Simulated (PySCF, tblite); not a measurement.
C₅H₉BF₂S.
Structure used (GFN2-xTB), in Å, numbered top down from 1:
```
atom  x, y, z in Å
C1    -2.103   -0.684   -0.298
C2    -1.337    0.343    0.529
C3     0.080    0.522    0.032
S4     0.169    1.273   -1.618
C5     1.193    0.805    0.975
C6     1.095   -0.571    0.341
B7     2.155   -1.062   -0.683
F8     3.017   -0.276   -1.294
F9     2.294   -2.343   -0.972
H10   -3.126   -0.770    0.058
H11   -1.626   -1.659   -0.230
H12   -2.123   -0.384   -1.343
H13   -1.851    1.307    0.479
H14   -1.311    0.031    1.576
H15   -0.192    2.492   -1.209
H16    1.997    1.442    0.637
H17    0.967    0.893    2.028
H18    0.694   -1.352    0.979
```

Jobs on this species (18 atoms, 78 electrons) with PySCF (density fitting) and tblite. Hardware of each: an Arm Neoverse N1 with one thread (shared host). The host was shared with other jobs, so the times are rough.

```csv
level and settings,work,basis functions,SCF cycles,wall time
GFN2-xTB,L-BFGS relaxation,–,–,?
GFN2-xTB,Hessian by finite differences,–,–,1.1 s
PBE0/pcSseg-1,"shieldings, ring-centre shieldings, charges and field gradients, density and orbital grids written",205,13,87 s
```

Q: Fill in the missing figures.

A: 
- GFN2-xTB; L-BFGS relaxation: 1.3 s

Q: What do all jobs in the table cost together?

A: About 89 s; the longest takes about 97 % of that, and about 79 times as long as the shortest.
